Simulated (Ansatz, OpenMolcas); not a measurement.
# How basis sets differ on Ge2H6 (digermane)

Ge2H6: 8 atoms, total charge 0, spin state singlet. As SMILES, `[GeH3][GeH3]`. Geometry: relaxed at PBE0-D4/def2-TZVP.

Each level gives the HOMO–LUMO gap (eV). The values are calculated.

| level | kind | program | value (eV) | CPU time |
| --- | --- | --- | --- | --- |
| HF/ANO-RCC-MB (DKH2) | Hartree–Fock | OpenMolcas | 15.55 | 9.9 s |
| HF/ANO-S-MB | Hartree–Fock | OpenMolcas | 14.83 | 5.9 s |
| HF/STO-3G | Hartree–Fock | OpenMolcas | 19.60 | 4.4 s |
| HF/3-21G | Hartree–Fock | Ansatz | 14.34 | 0.45 s |
| HF/6-31G* (spherical functions) | Hartree–Fock | OpenMolcas | 13.89 | 18 s |

All-electron rows without a relativistic Hamiltonian named are non-relativistic. The values span 13.89 to 19.60 eV. A Hartree–Fock LUMO above zero doesn't converge with the basis: it sinks as sets grow more diffuse. Orbital gaps aren't excitation energies. CPU times are rough (shared hosts, several kinds of processor and program).
